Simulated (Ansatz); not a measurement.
Start from `F[SiH2][NH][AlH2]` and change one atom or group to get `FCN[SiH2]F`.

Ansatz, PBE0-D4/def2-TZVP geometries, multiplicity 1. Each molecule was computed in one conformer, which needn't be the lowest.

```csv
property,`F[SiH2][NH][AlH2]`
HOMO energy (PBE/def2-TZVPP) / eV,-7.12
HOMO–LUMO gap (PBE0/def2-TZVPP) / eV,7.32
LUMO energy (PBE0/def2-TZVPP) / eV,-1.14
HOMO energy (ωB97M-V/def2-TZVPP) / eV,-10.82
HOMO–LUMO gap (B3LYP/def2-TZVPP) / eV,6.85
HOMO–LUMO gap (PBE/def2-TZVPP) / eV,5.21
```

What does the change do to each property? (Best estimate.)

Computed: 
| property | `FCN[SiH2]F` | shift |
| --- | --- | --- |
| HOMO energy (PBE/def2-TZVPP) / eV | -6.98 | 0.14 |
| HOMO–LUMO gap (PBE0/def2-TZVPP) / eV | 9.05 | 1.73 |
| LUMO energy (PBE0/def2-TZVPP) / eV | 0.61 | 1.75 |
| HOMO energy (ωB97M-V/def2-TZVPP) / eV | -10.84 | -0.02 |
| HOMO–LUMO gap (B3LYP/def2-TZVPP) / eV | 8.50 | 1.65 |
| HOMO–LUMO gap (PBE/def2-TZVPP) / eV | 6.74 | 1.53 |

B3LYP here is the variant with VWN-RPA as its local correlation; programs differ in this.
